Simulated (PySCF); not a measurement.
OY, doublet, at a GFN2-xTB geometry (such geometries of metal compounds can be far from the true shape) (core potentials on Y); DF-CAMB3LYP/def2-TZVPD in PySCF.

PySCF was given this input:
```python
from pyscf import gto, scf, dft

mol = gto.Mole()
mol.atom = '''
    Y    -0.00000000   -0.00000000   -0.32092405
    O     0.00000000    0.00000000    1.56450476
'''
mol.basis = 'def2-tzvpd'
mol.ecp = {'Y': 'def2-tzvpd'}
mol.spin = 1
mol.verbose = 4
mol.build()

mf = dft.UKS(mol)
mf.xc = 'camb3lyp'
mf = mf.density_fit(auxbasis='def2-universal-jkfit')
mf.kernel()
mf.analyze()
```

The log (banner, timings and long lists left out):

```
PySCF version 2.14.0

[INPUT] verbose = 4
[INPUT] num. atoms = 2
[INPUT] num. electrons = 19
[INPUT] charge = 0
[INPUT] spin (= nelec alpha-beta = 2S) = 1
[INPUT] symmetry False subgroup None
[INPUT] Mole.unit = angstrom
[INPUT] Symbol           X                Y                Z      unit          X                Y                Z       unit  Magmom
[...]
nuclear repulsion = 24.6986756084203
number of shells = 28
number of NR pGTOs = 115
number of NR cGTOs = 80
basis = def2-tzvpd
ecp = {'Y': 'def2-tzvpd'}

******** <class 'pyscf.df.df_jk.DFUKS'> ********
method = DFUKS
initial guess = minao
damping factor = 0
level_shift factor = 0
DIIS = <class 'pyscf.scf.diis.CDIIS'>
diis_start_cycle = 1
diis_space = 8
diis_damp = 0
SCF conv_tol = 1e-09
SCF conv_tol_grad = None
SCF max_cycles = 50
direct_scf = False
number electrons alpha = 10  beta = 9
XC library pyscf.dft.libxc version 7.1.2
    S. Lehtola, C. Steigemann, M. J. T. Oliveira, and M. A. L. Marques,  SoftwareX 7, 1–5 (2018)
XC functionals = camb3lyp
    T. Yanai, D. P. Tew, and N. C. Handy,  Chem. Phys. Lett. 393, 51 (2004)
radial grids:
    Treutler-Ahlrichs [JCP 102, 346 (1995); DOI:10.1063/1.469408] (M4) radial grids

becke partition: Becke, JCP 88, 2547 (1988); DOI:10.1063/1.454033
pruning grids: <function nwchem_prune>
grids dens level: 3
symmetrized grids: False
atomic radii adjust function: <function treutler_atomic_radii_adjust>
small_rho_cutoff = 0
Set gradient conv threshold to 3.16228e-05
tot grids = 35960
******** <class 'pyscf.df.df.DF'> ********
auxbasis = def2-universal-jkfit
Create RSH-DF object <pyscf.df.df.DF object> for omega=0.33
******** <class 'pyscf.df.df.DF'> ********
auxbasis = auxmol.basis = def2-universal-jkfit
init E= -108.485995069727

cycle= 1 E= -113.181219540005  delta_E= -4.7  |g|= 0.838  |ddm|= 2.88
cycle= 2 E= -109.223056203503  delta_E= 3.96  |g|= 2.63  |ddm|= 2.45
cycle= 3 E= -113.466647892661  delta_E= -4.24  |g|= 0.258  |ddm|= 2.05
cycle= 4 E= -113.497217446052  delta_E= -0.0306  |g|= 0.182  |ddm|= 0.407
cycle= 5 E= -113.510977351307  delta_E= -0.0138  |g|= 0.0457  |ddm|= 0.168
cycle= 6 E= -113.512302129368  delta_E= -0.00132  |g|= 0.0196  |ddm|= 0.0563
cycle= 7 E= -113.512784058425  delta_E= -0.000482  |g|= 0.00444  |ddm|= 0.0493
cycle= 8 E= -113.512894721103  delta_E= -0.000111  |g|= 0.00203  |ddm|= 0.0339
cycle= 9 E= -113.512907284325  delta_E= -1.26e-05  |g|= 0.000206  |ddm|= 0.0165
[...]
converged SCF energy = -113.512907496775  <S^2> = 0.75079202  2S+1 = 2.0007919
Total Energy =                        -113.512907496774588
[...]
spin_pop of  0 Y 6px       0.00130
spin_pop of  0 Y 6py       0.00087
spin_pop of  0 Y 6pz       0.00087
spin_pop of  0 Y 7px       0.03779
spin_pop of  0 Y 7py       0.00084
spin_pop of  0 Y 7pz       0.00084
spin_pop of  0 Y 4dxy      0.00177
spin_pop of  0 Y 4dyz      0.02240
spin_pop of  0 Y 4dz^2     0.00177
spin_pop of  0 Y 4dxz     -0.00000
spin_pop of  0 Y 4dx2-y2   -0.00000
spin_pop of  0 Y 5dxy      0.00311
spin_pop of  0 Y 5dyz      0.01774
spin_pop of  0 Y 5dz^2     0.00311
spin_pop of  0 Y 5dxz      0.00000
spin_pop of  0 Y 5dx2-y2    0.00000
spin_pop of  0 Y 6dxy      0.00012
spin_pop of  0 Y 6dyz      0.00022
spin_pop of  0 Y 6dz^2     0.00012
spin_pop of  0 Y 6dxz      0.00000
spin_pop of  0 Y 6dx2-y2    0.00000
spin_pop of  0 Y 4f-3     -0.00000
spin_pop of  0 Y 4f-2     -0.00000
spin_pop of  0 Y 4f-1      0.00001
spin_pop of  0 Y 4f+0      0.00405
spin_pop of  0 Y 4f+1      0.00001
spin_pop of  0 Y 4f+2     -0.00000
spin_pop of  0 Y 4f+3     -0.00000
spin_pop of  1 O 1s        0.00000
spin_pop of  1 O 2s        0.02027
spin_pop of  1 O 3s        0.02255
spin_pop of  1 O 4s        0.00339
spin_pop of  1 O 5s        0.00075
spin_pop of  1 O 6s        0.00012
spin_pop of  1 O 2px      -0.00576
spin_pop of  1 O 2py      -0.00576
spin_pop of  1 O 2pz      -0.01172
spin_pop of  1 O 3px       0.00063
spin_pop of  1 O 3py       0.00063
spin_pop of  1 O 3pz       0.00025
spin_pop of  1 O 4px       0.00008
spin_pop of  1 O 4py       0.00008
spin_pop of  1 O 4pz       0.00332
spin_pop of  1 O 5px       0.00009
spin_pop of  1 O 5py       0.00009
spin_pop of  1 O 5pz       0.00137
spin_pop of  1 O 3dxy     -0.00000
spin_pop of  1 O 3dyz      0.00020
spin_pop of  1 O 3dz^2     0.00004
spin_pop of  1 O 3dxz      0.00020
spin_pop of  1 O 3dx2-y2   -0.00000
spin_pop of  1 O 4dxy     -0.00000
spin_pop of  1 O 4dyz      0.00030
spin_pop of  1 O 4dz^2     0.00026
spin_pop of  1 O 4dxz      0.00030
spin_pop of  1 O 4dx2-y2   -0.00000
spin_pop of  1 O 5dxy     -0.00000
spin_pop of  1 O 5dyz      0.00030
spin_pop of  1 O 5dz^2     0.00109
spin_pop of  1 O 5dxz      0.00030
spin_pop of  1 O 5dx2-y2   -0.00000
spin_pop of  1 O 4f-3     -0.00000
spin_pop of  1 O 4f-2     -0.00000
spin_pop of  1 O 4f-1      0.00000
spin_pop of  1 O 4f+0      0.00000
spin_pop of  1 O 4f+1      0.00000
spin_pop of  1 O 4f+2     -0.00000
spin_pop of  1 O 4f+3     -0.00000
In total            10.00000 | 9.00000
Dipole moment(X, Y, Z, Debye): -0.00000,  0.00000, -5.82244
```
